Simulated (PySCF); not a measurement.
# Spinor energies of Mn(24+) (manganese, charge +24)

Start: 1s1; 1s1/2 filled at m_j = +1/2. Calculated with PySCF 2.14 in an uncontracted even-tempered set (15 s from 29 bohr⁻², ratio 2.4; 9 p from 37 bohr⁻², ratio 2.4; 3 d from 110 bohr⁻², ratio 2.6; 3 f from 170 bohr⁻², ratio 2.6): generalised Hartree-Fock with the X2C-1e Hamiltonian and a Gaussian nucleus; one run each with spin-orbit coupling (SO) switched off, then screened by Boettger's factors.

```tsv
spinor shell	electrons	ε, spin-free (eV)	ε, screened SO (eV)	weight of nominal j (screened SO)	rms radius, screened SO (bohr)
1s1/2	1	-8575.5	-8575.5	1.000	0.0683
```

```csv
quantity,spin-free,screened SO
E (hartree),-315.14233,-315.14233
M_J,1/2,1/2
⟨J²⟩,0.750,0.750
⟨L²⟩,0.000,0.000
⟨S²⟩,0.750,0.750
```

Without spin-orbit coupling the j labels of p, d and f shells carry no meaning; the spin-free column gives the mean over the occupied spinors of each nl shell.
